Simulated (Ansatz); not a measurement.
## Setting up GeO (SMILES [O]=[Ge]) in Ansatz

GeO has 2 atoms, charge 0, and is taken as a singlet. SMILES: `[O]=[Ge]`. The coordinates come from a PBE0-D4/def2-TZVP relaxation.

```xyz
2

O     0.0000    0.0000   -0.0230
Ge    0.0000    0.0000    1.5995
```

Settings wanted:

* basis set: STO-3G
* core potential: none
* task: energy
* method: CCSDT
* reference: RHF
* relativity: none
* accuracy: high
* frozen core orbitals: 10

Problem. Give an Ansatz 0.2.0 job that does this.

Solution. One that was run (others would do as well):

run.yaml:
```yaml
basis:
  gaussian:
    orbitals: STO-3G
crystal:
  periodic: [false, false, false]
  atoms:
    - {symbol: O, position_ang: [-0.000000, -0.000000, -0.023040]}
    - {symbol: Ge, position_ang: [0.000000, 0.000000, 1.599530]}
correlation:
  method: ccsdt
  frozen_orbitals: {Ge: 9, O: 1}
accuracy: high
scf:
  omitted_lower_state_checks: [cluster_reference, increment]
```

```bash
$ ansatz run run.yaml --threads 1 --pin off --max-ram 3480MiB --events-out events.jsonl --progress --plain --runs-dir runs
```

Calculated total energy: -2125.70849 Eh. The T1 diagnostic is large. A lower SCF solution exists.
